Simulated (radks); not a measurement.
Results of a calculation; reference values are marked as such.
All-electron atom: K V in [Ne] 3s2 3p3 (the NIST ground configuration).

Level of theory: non-relativistic Kohn-Sham, exchange-only B88, spin-polarised, spherical densities, point nucleus; open shells are filled with parallel spins first (a radial shooting solver on a logarithmic mesh with Libxc functionals).

Energy parts (eV):
part                  energy
total             -16165.407
kinetic            16165.407
electron-nucleus  -37485.842
Hartree             6002.110
exchange            -847.082

Orbitals (lengths in bohr, moments of r in powers of bohr; <r^-3> diverges for s and p1/2):
orbital,occ.,eigenvalue (eV),<r^-3>
1s up,1,-3571.499,-
1s down,1,-3570.549,-
2s up,1,-412.5580,-
2s down,1,-411.6233,-
2p up,3,-342.6894,153.3
2p down,3,-341.4107,153.2
3s up,1,-90.1629,-
3s down,1,-84.0541,-
3p up,3,-72.4667,19.25
3p down,0,-66.5957,18.86

The highest occupied level is 3p up at -72.467 eV. The density falls to 0.001 e/bohr^3 at r = 2.72 bohr. Spin moment in Bohr magnetons: 3. The electron density at the nucleus is 4556 e/bohr^3. The spin density at the nucleus is -0.3602 e/bohr^3 (1s -0.6880, 2s 0.0857, 3s 0.2421), a Fermi contact field of -18.9 T. Summed over all electrons, <r^2> = 9.771 bohr^2, which gives a Langevin (diamagnetic) susceptibility term of -7.74 x 10^-6 cm^3/mol. Virial ratio -V/T = 2.00000.
